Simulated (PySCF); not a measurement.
**Orbital picture of SbSe**

PBE0 at R = 2.352 Å; PySCF, scalar-relativistic core potentials, basis sets Sb cc-pVDZ-PP with ECP28, Se cc-pVDZ-PP with ECP10. State: ²Π (doublet), unpaired electrons π ↑. Only the outer orbitals are listed, counted within each symmetry, core potentials removing the inner ones.

| spin | orbital | occ. | ε (eV) | on Sb (%) | main shells (%) |
| --- | --- | --- | --- | --- | --- |
| α | 7σ | 1 | -19.65 | 20 | 78 Se s, 16 Sb s |
| α | 8σ | 1 | -14.57 | 75 | 74 Sb s, 17 Se s |
| α | 9σ | 1 | -8.51 | 47 | 51 Se p, 39 Sb p |
| α | 5π | 1 | -8.00 | 39 | 61 Se p, 38 Sb p |
| α | 5π | 1 | -7.72 | 38 | 62 Se p, 37 Sb p |
| α | 6π | 1 | -5.38 | 62 | 61 Sb p, 38 Se p |
| α | 6π | 0 | -3.72 | 64 | 63 Sb p, 36 Se p |
| α | 10σ | 0 | -0.35 | 71 | 65 Sb p, 32 Se p |
| α | 11σ | 0 | 5.48 | 94 | 77 Sb s, 9 Sb p, 9 Se d |
| β | 7σ | 1 | -19.45 | 18 | 79 Se s, 14 Sb s |
| β | 8σ | 1 | -13.87 | 74 | 74 Sb s, 16 Se s, 10 Se p |
| β | 9σ | 1 | -8.27 | 47 | 50 Se p, 38 Sb p, 9 Sb s |
| β | 5π | 1 | -7.69 | 29 | 71 Se p, 27 Sb p |
| β | 5π | 1 | -7.15 | 26 | 73 Se p, 25 Sb p |
| β | 6π | 0 | -3.42 | 73 | 72 Sb p, 27 Se p |
| β | 6π | 0 | -2.74 | 75 | 74 Sb p, 25 Se p |
| β | 10σ | 0 | -0.09 | 72 | 66 Sb p, 30 Se p |

**Question.** Which are the highest filled and the lowest empty level, where do they sit, and how wide is the gap?

**Answer.** Highest filled α 6π at -5.38 eV (in %: 61 Sb p, 38 Se p); lowest empty α 6π at -3.72 eV (in %: 63 Sb p, 36 Se p); the gap at PBE0 is 1.66 eV. Both belong to one degenerate shell, split only by its one-sided filling, so this is no excitation gap.

The bond order (Mayer) is 2.23 and the ⟨S²⟩ is 0.762. The charge on Sb (Mulliken, basis-dependent) is 0.24, the charge on Sb (Löwdin, basis-dependent) is 0.21 and the dipole moment (positive dipole means Sb(−)Se(+)) is -2.01 D. The polarisability along the bond is 92.2 bohr³ and the polarisability across the bond is 32.0 bohr³.

Spin–orbit coupling is left out. The state was picked by a PBE0 search and need not be the measured ground state.
